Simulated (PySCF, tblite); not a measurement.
C₁₀H₁₆.
Geometry (GFN2-xTB, Å), atoms numbered from 1 in this order:
```
atom  x, y, z in Å
C1     1.470    1.135    0.745
C2     2.435    0.015    0.361
C3     1.702   -1.247   -0.052
C4     1.335   -1.447   -1.495
C5     0.263   -1.183   -0.480
C6    -0.507    0.125   -0.472
C7    -1.525    0.101    0.652
C8    -2.747    0.963    0.571
C9    -2.867   -0.523    0.422
C10    0.424    1.338   -0.346
H11    0.975    0.889    1.685
H12    2.030    2.061    0.896
H13    3.093   -0.203    1.205
H14    3.067    0.358   -0.463
H15    2.000   -2.134    0.493
H16    1.411   -2.436   -1.922
H17    1.581   -0.657   -2.188
H18   -0.359   -2.030   -0.214
H19   -1.059    0.212   -1.417
H20   -1.091   -0.039    1.634
H21   -3.120    1.423    1.474
H22   -2.881    1.572   -0.311
H23   -3.081   -0.917   -0.561
H24   -3.323   -1.086    1.222
H25    0.934    1.511   -1.296
H26   -0.180    2.221   -0.127
```

Method: PBE0/pcSseg-1 in PySCF (dipole) on a GFN2-xTB geometry, gas phase.

Masses are those of the commonest isotopes; rigid-rotor values at the optimised geometry. The values belong to one conformer with, in the numbering `[CH2:1]1[CH2:2][C@@H:3]2[CH2:4][C@@H:5]2[C@@H:6]([CH:7]2[CH2:8][CH2:9]2)[CH2:10]1`, C5–C6–C7–C8 -156°, C10–C1–C2–C3 -51°, C1–C2–C3–C4 90°, C2–C3–C4–C5 -110°, C3–C4–C5–C6 111°.

Question: What are A, B and C (MHz)?

Answer: Ia = 207.69, Ib = 518.04, Ic = 624.95 u·Å²; 505379 MHz·u·Å²/I gives A = 2433, B = 975.6, C = 808.7 MHz.

Question: Classify the top.

Answer: An asymmetric top; Ray's κ = -0.795.

Question: What does the inertial defect say?

Answer: Not planar: Δ = Ic − Ia − Ib = -100.78 u·Å². For a rigid frame Δ = −2 Σ m c², so Σ m c² = 50.39 u·Å² lies off the ab plane: 20.97 from hydrogen and 29.43 from heavier atoms. The atom farthest from that plane is 1.76 Å away.

Question: Which lines would a microwave search look for?

Answer: The dipole components are |μa| = 0.01 D, |μb| = 0.12 D, |μc| = 0.15 D. The squared components, which scale the intensities, stand as 0.01 : 0.57 : 1.00 (a : b : c). Some lines, for components of 0.1 D or more:

```
type  branch         J(Ka,Kc)    MHz  lower level (cm⁻¹)
   b       Q  2(1,1) ← 2(0,2)   1805               0.178
   c       R  1(1,0) ← 0(0,0)   3409               0.000
   c       Q  5(2,4) ← 5(1,4)   3436               0.982
   b       Q  3(2,1) ← 3(1,2)   4199               0.425
   c       R  2(1,1) ← 1(0,1)   5360               0.060
   c       Q  5(3,3) ← 5(2,3)   7375               1.112
   b       Q  5(3,2) ← 5(2,3)   7394               1.112
   b       Q  4(3,1) ← 4(2,2)   7557               0.807
   c       R  2(2,0) ← 1(1,0)   8122               0.114
   b       Q  4(4,0) ← 4(3,1)  10761               1.059
   b       R  4(2,3) ← 3(1,2)  11258               0.425
   b       R  5(2,4) ← 4(1,3)  12708               0.673
   b       R  3(3,0) ← 2(2,1)  13067               0.384
   b       Q  5(5,0) ← 5(4,1)  13842               1.717
   b       R  5(2,3) ← 4(1,4)  14816               0.618
   b       R  4(3,1) ← 3(2,2)  14881               0.563
   c       R  4(4,0) ← 3(3,0)  17927               0.820
   c       R  5(5,1) ← 4(4,1)  22794               1.418
```

Question: Estimate the classical rotational partition function at 25 K, 200 K and 298.15 K.

Answer: Point group C1, symmetry number σ = 1; q = (√π/σ)·√((kT/h)³/(ABC)), k/h = 20836.6 MHz/K: 15200 at 25 K, 344000 at 200 K, 626000 at 298.15 K.

Its GFN2-xTB frequencies are all real (lowest 58 cm⁻¹). No vibrational averaging or centrifugal distortion is included, and the geometry carries the error of its method.

On an Arm Neoverse N1 with one thread (shared host), this took 1.9 min wall. This is the PBE0/pcSseg-1 job that gave the dipole, with the shieldings it also computed.
